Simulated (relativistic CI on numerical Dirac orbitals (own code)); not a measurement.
Hyperfine structure of Re49+, mass number 185

Method of calculation: Dirac-Coulomb-Breit CI, KLI orbitals optimised for each configuration, QED by a radiative potential, unscaled Slater integrals (own radial code, finite nucleus).

CI space (outside the closed core [Ne]): 3s²3p⁶3d⁸, 3s²3p⁵3d⁹, 3s²3p⁴3d¹⁰, 3s3p⁶3d⁹, 3p⁶3d¹⁰, 3s3p⁵3d¹⁰, 3s²3p⁶3d⁷4s, 3s²3p⁶3d⁷4p, 3s²3p⁴3d⁹4s, 3s²3p⁶3d⁷4d, 3s²3p⁴3d⁹4p, 3s²3p⁵3d⁸4s, 3s²3p⁶3d⁷4f, 3s²3p⁴3d⁹4d, 3s3p⁵3d⁹4s, 3s²3p⁵3d⁸4p. Levels of other configurations are missing.

Nuclear spin I = 5/2, μ = 3.176 μN, Q = 2.07 b (tables of Stone and Pyykkö). The electronic factors are computed for point nuclear moments, without core polarisation or the Bohr-Weisskopf and QED corrections.

```
         Level  E (10³ cm⁻¹)  A (GHz)  B (GHz)
 3s²3p⁶3d⁸ ³F4           0.0    50.92     -120
 3s²3p⁶3d⁸ ³F3         562.0    74.74    -59.1
 3s²3p⁶3d⁸ ³P2         640.0    59.02     42.7
 3s²3p⁶3d⁸ ³P1         683.7   -8.845    -62.6
 3s²3p⁶3d⁸ ¹G4         685.7    81.98     -333
 3s²3p⁶3d⁸ ³F2        1182.2    130.1     11.5
3s²3p⁵3d⁹ ³F°4        3539.9    127.1     -991
3s²3p⁵3d⁹ ¹D°2        3619.7       73      538
```

Levels with J = 0, under 50 % of one LS term, or S terms without an open s electron are left out. Small factors come from cancelling terms and can be off by tens of per cent or more.

At this charge energies of transitions that change n are usually good to better than 1 %, and those within a shell (Δn = 0) to a few per cent.

Task: Give the hyperfine levels of 3s²3p⁶3d⁸ ³F4 relative to its centre of gravity.

Result: With K = F(F + 1) − I(I + 1) − J(J + 1), E = AK/2 + B[¾K(K + 1) − I(I + 1)J(J + 1)]/[2I(2I − 1)J(2J − 1)]: F = 3/2: -695.4, F = 5/2: -532.8, F = 7/2: -318.6, F = 9/2: -66.32, F = 11/2: 206.7, F = 13/2: 479.3 GHz.

LS names give the leading component of a level, which can be under half, so a name can repeat, a term be missing and a line seem to break the LS rules.
